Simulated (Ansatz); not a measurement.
Name a neutral molecule of Br, C, O, Si and H with HOMO–LUMO gap (PBE0/def2-TZVPP) between 7.15 and 7.45 eV and HOMO energy (ωB97M-V/def2-TZVPP) between -10.05 and -9.75 eV (Ansatz, PBE0-D4/def2-TZVP geometry).

`O[SiH2]CBr` (7.35 eV, -10.04 eV); `Br[SiH]1CO1` (7.36 eV, -10.05 eV); `OC([SiH3])Br` (7.29 eV, -10.05 eV); `C#CO[SiH2]Br` (7.18 eV, -9.83 eV); `BrC1CO[SiH2]1` (7.15 eV, -9.87 eV). Other molecules can fit too; these were computed, each in one conformer that needn't be the lowest.
